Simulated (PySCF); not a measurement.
A search over the determinants of SiIr

Unrestricted PBE0; PySCF, scalar-relativistic core potentials, basis sets Si def2-TZVPP, Ir def2-TZVPP with ECP60. Outer shells of the fragments: Si 3s2 3p2; Ir 5d7 6s2.

Followed along the bond (rough minima from three points):

```tsv
2Ms+1	unpaired	⟨S²⟩ at the start	R at minimum (Å)	Te (eV)
2	δ ↑	0.93	2.09	0.00
4	σ ↑, π ↑, δ ↑	3.77	2.17	1.19
4	σ ↑, π ↑, δ ↑	3.77	2.17	1.21
2	σ ↑, π ↓, δ ↑	1.78	2.20	1.39
4	π ↑, δ ↑↑	3.77	2.22	1.80
2	π ↓, δ ↑↑	1.78	2.24	1.90
```

Solutions found at the starting distance of 2.300 Å, counted from the lowest of them; the search is not exhaustive and high or unbound solutions are not listed, so other states can lie among these:

```json
{"2Ms+1": "2", "unpaired": "δ ↑", "term": "²Δ", "E (eV)": "0.00", "⟨S²⟩": "0.93", "⟨Lz²⟩": "4.01", "μ (D)": "-0.49"}
{"2Ms+1": "4", "unpaired": "σ ↑, π ↑, δ ↑", "term": "mixed", "E (eV)": "0.85", "⟨S²⟩": "3.77", "⟨Lz²⟩": "4.87", "μ (D)": "1.34"}
{"2Ms+1": "4", "unpaired": "σ ↑, π ↑, δ ↑", "term": "mixed", "E (eV)": "0.87", "⟨S²⟩": "3.77", "⟨Lz²⟩": "5.03", "μ (D)": "1.38"}
{"2Ms+1": "2", "unpaired": "σ ↑, π ↓, δ ↑", "term": "mixed", "E (eV)": "1.00", "⟨S²⟩": "1.78", "⟨Lz²⟩": "5.02", "μ (D)": "1.57"}
{"2Ms+1": "4", "unpaired": "π ↑, δ ↑↑", "term": "⁴Π", "E (eV)": "1.38", "⟨S²⟩": "3.77", "⟨Lz²⟩": "1.15", "μ (D)": "0.96"}
{"2Ms+1": "2", "unpaired": "π ↓, δ ↑↑", "term": "mixed", "E (eV)": "1.46", "⟨S²⟩": "1.78", "⟨Lz²⟩": "1.09", "μ (D)": "0.95"}
```

A term symbol is given only where ⟨S²⟩ and ⟨Lz²⟩ are close to those of a pure state; real π, δ and φ orbitals otherwise mix terms. A positive dipole means Si(−)Ir(+).

Q: Compare the gap between the two lowest followed solutions at the starting distance with the gap between their minima.

A: At PBE0 the second solution (quartet, unpaired electrons σ ↑, π ↑, δ ↑) lies +0.85 eV from the first (doublet, unpaired electrons δ ↑) at 2.300 Å and +1.19 eV at the minima; the two curves relax by different amounts, since their minima lie near 2.17 and 2.09 Å.

Spin–orbit coupling is left out. With d or f electrons several states lie close, and the lowest PBE0 determinant need not be the measured ground state.
